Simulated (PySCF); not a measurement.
An EPR job on `[O]c1cccc(N[SiH3])c1` [radical].

Computed with UKS B3LYP, pcH-1 on C H N O Si, non-relativistic, mean-field spin-orbit, GIAO (PySCF 2.14.0). Geometry: GFN2-xTB. The input is one job of a driver script: a line of settings, then coordinates in Å.

Command:
```bash
OMP_NUM_THREADS=1 python probes_run.py task.json out
```

Input:
```
{"job": {"kind": "epr", "basis": "pcH-1"}, "charge": 0, "multiplicity": 2}
O     -3.050688     1.883923     0.441273
C     -2.195683     1.033885     0.155067
C     -2.565902    -0.290461    -0.322104
C     -1.607121    -1.214894    -0.627247
C     -0.252020    -0.917155    -0.493135
C      0.169439     0.350521    -0.042282
N      1.507748     0.633038     0.078689
Si     2.881024    -0.381723    -0.232943
C     -0.784432     1.295462     0.272070
H     -3.618651    -0.504708    -0.421101
H     -1.891993    -2.195891    -0.980453
H      0.491585    -1.659383    -0.736358
H      1.673346     1.574335     0.402496
H      2.886425    -0.798669    -1.637477
H      4.011318     0.485113     0.079462
H      2.833623    -1.557377     0.639970
H     -0.495016     2.276015     0.622504
```

Problem. Give the output.

Solution. 
```
UKS, coarse grid
  cycle   1  E = -652.72436954  |g| = 6.69e-01
  cycle   2  E = -649.67752392  |g| = 2.08e+00
  cycle   3  E = -652.80879565  |g| = 4.27e-01
  cycle   4  E = -652.90899430  |g| = 2.02e-01
  cycle   5  E = -652.92343428  |g| = 1.26e-01
  cycle   6  E = -652.93041401  |g| = 4.40e-02
  cycle   7  E = -652.93167057  |g| = 2.58e-02
  cycle   8  E = -652.93223439  |g| = 1.87e-02
  cycle   9  E = -652.93263952  |g| = 4.61e-03
  cycle  10  E = -652.93266775  |g| = 3.33e-03
  cycle  11  E = -652.93267862  |g| = 1.44e-03
  cycle  12  E = -652.93268196  |g| = 5.32e-04
UKS, final grid
  cycle   1  E = -652.93265661  |g| = 6.21e-04
  cycle   2  E = -652.93265640  |g| = 1.04e-03
  cycle   3  E = -652.93265690  |g| = 1.07e-04
  cycle   4  E = -652.93265692  |g| = 1.13e-04
  cycle   5  E = -652.93265694  |g| = 5.85e-05
  cycle   6  E = -652.93265694  |g| = 2.98e-05
E = -652.93265694 Eh   <S^2> = 0.7861 (exact 0.7500)
g shifts (ppm)      1          2          3
  rmc          -203       -203       -203
  gc            -16         37         42
  oz_so           5       2432       8801
  total        -214       2265       8640
hyperfine (MHz)  atom isotope    a_iso     a_fc   dipolar eigenvalues
    0   17O     -27.29     -26.21   -122.13     61.02     61.11
    1   13C     -34.98     -35.09    -12.33      2.92      9.41
    2   13C      27.72      27.89    -28.06    -27.04     55.10
    3   13C     -29.94     -29.95    -20.89      9.15     11.74
    4   13C      37.47      37.50    -35.14    -33.07     68.21
    5   13C     -24.75     -24.75    -15.36      7.13      8.23
    6   14N      -0.38      -0.38     -1.94      0.83      1.11
    7  29Si      -0.60      -0.60     -0.36      0.15      0.21
    8   13C      17.49      17.62    -19.12    -18.21     37.33
    9    1H     -23.39     -23.37    -11.74     -2.10     13.84
   10    1H       8.52       8.51     -3.33     -1.02      4.35
   11    1H     -27.83     -27.83    -17.07     -0.55     17.61
   12    1H       0.02       0.03     -1.88     -1.13      3.02
   13    1H      -2.21      -2.21     -0.91     -0.79      1.69
   14    1H       0.13       0.13     -0.35     -0.24      0.59
   15    1H      -2.23      -2.23     -0.90     -0.78      1.69
   16    1H     -15.87     -15.85     -7.82     -2.09      9.91
```

rmc, gc and oz_so are the mass-correction, gauge-correction and orbital-Zeeman/spin–orbit parts of the g shift along its three principal axes; a_iso is the isotropic hyperfine coupling and a_fc its Fermi-contact part. Atoms in this output count from 0.

Problem. How far is ⟨S²⟩ from the pure-spin value?

Solution. S = 0.5 gives S(S+1) = 0.75; the run has 0.7861, 0.0361 more.

Problem. Get g_iso from the total shifts.

Solution. Their mean is 3563 ppm; added to g_e = 2.002319 it gives 2.00588.

In short: ⟨S²⟩ 0.786; g_iso 2.0059.

Geometry: GFN2-xTB, one conformer, isolated molecule.

Problem. How long does this job take on one thread, Arm Neoverse V2 (aarch64), on a shared host? And the peak memory of the process?

Solution. About 2.6 min (density and orbital grids were written too), with 1.1 GiB resident at the peak, the Python interpreter and its libraries included.
Labels such as C1 count atoms from 1, the log's own numbers from 0.
